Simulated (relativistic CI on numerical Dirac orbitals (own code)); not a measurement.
# Pd XXXIX: what numerical and physical settings do to a radial Dirac CI calculation

Reference input:

```
atom Pd  Z=46  charge=38  electrons=8
nucleus A=106  rms_radius_fm=4.5318
hamiltonian dirac-coulomb  breit=on  qed=on  c_scale=1
orbitals kli  potential=per-configuration
slater_scale 1
correlation none
mixing on
grid step=0.0125 r_max=3.2
scf mixing=0.4 start=green max_iterations=150 tolerance=2e-08 node_fill=0.05
configurations
  [He] 2s2 2p4
  [He] 2s 2p5
  [He] 2p6
end
```

Computed lowest total energy -3541.74162 Ha, first excitation 237609.7 cm⁻¹, 25 SCF steps. Runs with settings changed; * marks those that are bad on purpose:

| Changed | Outcome | Lowest level | ΔE (Ha) | First excitation (cm⁻¹) | SCF steps | Message |
| --- | --- | --- | --- | --- | --- | --- |
| grid step 0.03, Slater scale 1.2, SCF tolerance 0.0001 | converged | 2s²2p⁴ ³P2 | -0.041 | 273134.7 | 17 |  |
| SCF tolerance 0.0001, iteration limit 30 | converged | 2s²2p⁴ ³P2 | 7.98e-06 | 237609.7 | 16 |  |
| QED terms off | converged | 2s²2p⁴ ³P2 | -2.15 | 237782.6 | 25 |  |
| Slater scale 5 * | converged | 2s²2p⁴ ³P2 | -1.1 | 560433.8 | 25 |  |
| SCF mixing 2.5 * | converged | 2s²2p⁴ ³P2 | -1.6e-09 | 237609.7 | 27 |  |
